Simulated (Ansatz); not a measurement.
**A small benchmark: atomisation enthalpy at 298 K**

10 molecules with two or more fluorines; the atomisation enthalpy at 298 K in kJ/mol, computed less measured. Shapes, held fixed at every level: PBE0-D4/def2-TZVP. Flexible molecules stand in one conformer, not always the lowest. Thermal terms are harmonic and unscaled (PBE0-D4/def2-TZVP); the spin-orbit lowering of the free atoms is taken from their spectra. Programs: Ansatz 0.2.0. Measured values: Active Thermochemical Tables, CRC Handbook of Chemistry and Physics, NIST-JANAF tables.

Levels: A = r2SCAN0-D4/def2-TZVPP; B = MP2/def2-SVP; C = CCSD/def2-TZVPP.

```
                                          molecule  from tabulated heats     A     B     C
                   B(OH)F2 (difluorohydroxyborane)                  2280   -44    +7   -90
                      CBrClF2 (SMILES FC(F)(Cl)Br)                  1551   -52   -41  -125
                        SF4 (sulfur tetrafluoride)                  1358   -77  -193  -145
                      SiF4 (silicon tetrafluoride)                  2382   -98  -128  -117
                        C2HClF2 (SMILES FC(F)=CCl)                  2247   -17    -7  -105
                      SeF6 (selenium hexafluoride)                  1820   -69   -94  -121
                   C2BrF5 (bromopentafluoroethane)                  3007   -81    +4  -183
                              C2H4F2 (SMILES FCCF)                  2915   -57  -100  -121
C2HBrClF3 (1-bromo-2-chloro-1,1,2-trifluoroethane)                  2768   -59   -48  -168
                    C2HF3O2 (trifluoroacetic acid)                  3420  -116   -21  -216
```

Sum up the errors.


| level | kind | mean error | mean absolute error | worst case |
| --- | --- | --- | --- | --- |
| r2SCAN0-D4/def2-TZVPP | global hybrid | -67.0 | 67.0 | C2HF3O2 |
| MP2/def2-SVP | perturbation theory | -62.1 | 64.3 | SF4 |
| CCSD/def2-TZVPP | coupled cluster or CI | -139.1 | 139.1 | C2HF3O2 |

On this set MP2/def2-SVP has the smallest mean absolute error and CCSD/def2-TZVPP the largest. r2SCAN0-D4/def2-TZVPP is too low in 10 of 10; MP2/def2-SVP is too low in 8 of 10; CCSD/def2-TZVPP is too low in 10 of 10. The heats of SF4 (sulfur tetrafluoride), SeF6 (selenium hexafluoride), C2BrF5 (bromopentafluoroethane), C2HBrClF3 (1-bromo-2-chloro-1,1,2-trifluoroethane), C2HF3O2 (trifluoroacetic acid) come from older tables and can be uncertain by 10 kJ/mol or more. Heats of the atoms come from ATcT where it has them, that of boron, 570 kJ/mol, from recent work. The levels differ in basis as well as in method. With so many references in doubt the order of the levels isn't settled. The tabulated values of B(OH)F2, C2HClF2 are in doubt (older tables, estimates, or at odds with other calculations) and kept here. Over the 8 molecules whose values aren't doubted the mean absolute errors are A 76.1; B 78.6; C 149.5. The smallest two are near a tie. Correlated wave functions converge slowly with the basis. CCSD also lacks the triples, which bind further. Relativity is left out for Br, Se. Outer-core shells of Br, Se are correlated, in sets that cover them unevenly. The set is small.
